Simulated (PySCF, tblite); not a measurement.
Species: C7H10P2.
Z-matrix (Å and degrees, GFN2-xTB geometry), rows numbered from 1:
```
C 
C   1  1.5283
C   2  1.5081  1  110.11
C   3  1.3727  2  118.65  1   -87.33
P   4  1.7356  3  130.58  2   177.37
C   5  1.7490  4  103.15  3    -0.02
C   6  1.5056  5  115.51  4   179.46
C   6  1.3750  5  126.22  4    -0.06
P   8  1.7340  6  130.64  5     0.08
H   1  1.0875  2  110.56  3  -179.21
H   1  1.0882  2  110.50  3    60.41
H   1  1.0887  2  110.00  3   -59.23
H   2  1.0931  1  108.97  3   120.21
H   2  1.0925  1  109.54  3  -121.39
H   4  1.0883  3  116.54  2    -2.57
H   7  1.0895  6  110.71  5   128.50
H   7  1.0889  6  110.64  5     7.73
H   7  1.0905  6  110.32  5  -112.18
H   8  1.0885  6  116.36  5   179.90
```

Computed, not measured: PBE0/pcSseg-1 in PySCF (dipole) on a GFN2-xTB geometry, gas phase.

Take the most abundant isotopes and a rigid rotor. The values belong to one conformer with, in the numbering `[CH3:1][CH2:2][c:3]1[cH:4][p:5][c:6]([CH3:7])[cH:8][p:9]1`, C1–C2–C3–C4 -87°.

What are A, B and C (cm⁻¹)?

Ia = 224.54, Ib = 620.66, Ic = 793.28 u·Å²; 505379 MHz·u·Å²/I gives 2251, 814.3 and 637.1 MHz, that is A = 0.07508, B = 0.02716, C = 0.02125 cm⁻¹.

What kind of rotor is it?

An asymmetric top; Ray's κ = -0.780.

What does the inertial defect say?

Not planar: Δ = Ic − Ia − Ib = -51.93 u·Å². For a rigid frame Δ = −2 Σ m c², so Σ m c² = 25.96 u·Å² lies off the ab plane: 9.21 from hydrogen and 16.76 from heavier atoms. The atom farthest from that plane is 1.52 Å away.

Give the other two planar moments, Paa and Pbb, and the rms extents of the mass along the axes.

Paa = Σ m a² = (Ib + Ic − Ia)/2 = 594.70 and Pbb = Σ m b² = (Ia + Ic − Ib)/2 = 198.58 u·Å². With the mass M = 156.03 u, the rms extents √(P/M) along a, b and c are 1.95, 1.13, 0.41 Å.

List the rotational levels J(Ka,Kc) to J = 3 (K).

Above 0(0,0), as E/k:
J = 1: 1(0,1) 0.070, 1(1,1) 0.139, 1(1,0) 0.147
J = 2: 2(0,2) 0.208, 2(1,2) 0.269, 2(1,1) 0.295, 2(2,1) 0.502, 2(2,0) 0.502
J = 3: 3(0,3) 0.414, 3(1,3) 0.465, 3(1,2) 0.516, 3(2,2) 0.711, 3(2,1) 0.714, 3(3,1) 1.077, 3(3,0) 1.077

Which lines would a microwave search look for?

The dipole components are |μa| = 0.09 D, |μb| = 0.05 D, |μc| = 0.14 D. The squared components, which scale the intensities, stand as 0.43 : 0.16 : 1.00 (a : b : c). Some lines, for components of 0.1 D or more:

```
type  branch         J(Ka,Kc)    MHz  lower level (cm⁻¹)
   c       Q  5(1,5) ← 5(0,5)    601               0.709
   c       Q  3(1,3) ← 3(0,3)   1061               0.288
   c       Q  1(1,1) ← 1(0,1)   1436               0.048
   c       R  2(1,1) ← 1(0,1)   4693               0.048
   c       Q  5(3,3) ← 5(2,3)   7252               0.945
   c       R  2(2,0) ← 1(1,0)   7405               0.102
   c       Q  3(3,1) ← 3(2,1)   7558               0.496
   c       R  2(2,1) ← 1(1,1)   7566               0.096
   c       R  5(2,3) ← 4(1,3)  11445               0.563
   c       R  4(3,1) ← 3(2,1)  13398               0.496
   c       R  5(3,2) ← 4(2,2)  14776               0.695
   c       R  5(3,3) ← 4(2,3)  14976               0.687
```

Its GFN2-xTB frequencies are all real (lowest 41 cm⁻¹). No vibrational averaging or centrifugal distortion is included, and the geometry carries the error of its method. A rigid rotor knows nothing of internal rotation, which can split or shift real lines.

Hardware: Arm Neoverse V2, one thread (shared host). Cost: 42 s wall. This is the PBE0/pcSseg-1 job that gave the dipole, with the shieldings it also computed.
